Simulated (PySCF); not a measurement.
**Dipole response of Rh⁺ (rhodium, charge +1)**

[Kr] 4d8, high-spin 3F determinant. Computed with PySCF 2.14 in aug-cc-pwCVTZ-PP with ECP28MDF (8s8p7d4f3g, 122 functions), with scalar relativity through the core potential. Coupled (time-dependent) response in atomic units; α is the mean over directions.

```json
{"method": "UHF", "mean α (bohr³)": "11.34", "C₆ (like pair)": "69.51", "S(−4)": "45.99"}
{"method": "PBE", "mean α (bohr³)": "13.92", "C₆ (like pair)": "87.30", "S(−4)": "85.83"}
```

S(−4) is the Cauchy moment in α(ω) = α(0) + S(−4) ω² + …

Spin-orbit coupling is absent.

α(iu) at PBE:

```json
{"u (hartree)": "0", "α(iu) (bohr³)": "13.92"}
{"u (hartree)": "0.0500", "α(iu) (bohr³)": "13.71"}
{"u (hartree)": "0.100", "α(iu) (bohr³)": "13.14"}
{"u (hartree)": "0.200", "α(iu) (bohr³)": "11.52"}
{"u (hartree)": "0.300", "α(iu) (bohr³)": "9.937"}
{"u (hartree)": "0.500", "α(iu) (bohr³)": "7.598"}
{"u (hartree)": "0.750", "α(iu) (bohr³)": "5.716"}
{"u (hartree)": "1.00", "α(iu) (bohr³)": "4.449"}
{"u (hartree)": "1.50", "α(iu) (bohr³)": "2.896"}
{"u (hartree)": "2.00", "α(iu) (bohr³)": "2.023"}
{"u (hartree)": "3.00", "α(iu) (bohr³)": "1.133"}
{"u (hartree)": "5.00", "α(iu) (bohr³)": "0.4896"}
```

For an ion, C₆ is the dispersion term alone; charge-induced terms of lower order in 1/R come first.

Energies and moments cover only the electrons outside the core potential.
